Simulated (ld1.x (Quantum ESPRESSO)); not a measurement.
oxygen (O), PAW: configuration errors across variants

O, PAW, made with ld1.x (Quantum ESPRESSO) 7.5 (LDA (PZ), scalar-relativistic). Core [He], reference 2s1 2p5. Waves: 2s (bound): rcut 0.60, rcutus 0.75 bohr; 2s channel at -0.95 Ry: rcut 0.60, rcutus 0.75 bohr; 2p (bound): rcut 1.00, rcutus 1.15 bohr; 2p channel at 0.05 Ry: rcut 1.00, rcutus 1.15 bohr; 3d channel at 0.35 Ry: rcut 0.95, rcutus 1.15 bohr; 3d channel at 2.4 Ry: rcut 0.95, rcutus 1.15 bohr. Local part: all-electron potential smoothed inside 0.70 bohr (lloc = -2). Core correction: Bessel-smoothed model core, default radius (core density twice the valence density). Augmentation charge: PSQ, radius 0.60 bohr.

All-electron excitation energies from the reference (eV): (1) 2s2 2p4 -14.584; (2) 2s2 2p3 1.999; (3) 2s2 2p2 35.708; (4) 2s2 2p4.3 -16.758; (5) 2s0 2p6 14.644; (6) 2s2 2p1 89.671; (7) 2s2 2p3.5 -8.218; (8) 2s1 2p5 spin -1.556; (9) 2s2 2p4 spin -15.993.

Spin tests fill each open shell by Hund’s rule, majority spin first.

The default core radius of the base comes out at 0.33 bohr.

3 further variants failed, have other tests or another functional or relativity, and are left out.

A true bound ghost makes a file unfit for plane-wave use even where its test errors are small: the radial tests pick states by their node count and pass the ghost by.

Errors AE − PS in meV (a dash: test not solved or not reliable):

| change | (1) | (2) | (3) | (4) | (5) | (6) | (7) | (8) | (9) | bound ghosts |
| --- | --- | --- | --- | --- | --- | --- | --- | --- | --- | --- |
| base | 0.0 | -1.6 | -9.3 | +0.2 | -1.1 | -24 | -0.5 | -1.2 | -1.2 | none |
| local potential all-electron potential smoothed inside 1.34 bohr (lloc = -2) | -0.4 | -1.2 | -2.8 | -0.1 | -0.5 | -7.3 | -0.8 | -0.6 | -1.4 | none |
| waves 2s (bound): rcut 0.60, rcutus 0.72 bohr; 2s channel at -0.95 Ry: rcut 0.60, rcutus 0.72 bohr | 0.0 | -1.6 | -9.3 | +0.3 | -1.1 | -24 | -0.5 | -1.2 | -1.2 | none |
| waves 3d channel at 0.35 Ry: rcut 0.66, rcutus 0.70 bohr; 3d channel at 2.4 Ry: rcut 0.66, rcutus 0.70 bohr | 0.0 | -1.6 | -9.3 | +0.2 | -1.1 | -24 | -0.5 | -1.2 | -1.2 | not determined |
| wave 2p channel at 0.05 Ry: rcut 1.00, rcutus 1.15 bohr becomes 2p channel at -0.58 Ry: rcut 1.00, rcutus 1.15 bohr | 0.0 | -0.8 | -6.1 | +0.3 | -1.0 | -19 | -0.3 | -1.1 | -1.1 | none |
| core correction Bessel-smoothed model core inside 0.32 bohr | 0.0 | -1.6 | -9.3 | +0.2 | -1.1 | -24 | -0.5 | -1.2 | -1.2 | none |
| local potential all-electron potential smoothed inside 1.10 bohr (lloc = -1) | -0.3 | -1.5 | -6.1 | 0.0 | -0.7 | -18 | -0.7 | -1.2 | -1.8 | s |

Task: Give the same row for: waves 2p (bound): rcut 1.00, rcutus 1.48 bohr; 2p channel at 0.05 Ry: rcut 1.00, rcutus 1.48 bohr.

Result: +0.1, -0.9, -3.8, +0.3, -1.0, -10, -0.3, -1.1, -1.2; bound ghosts: none.
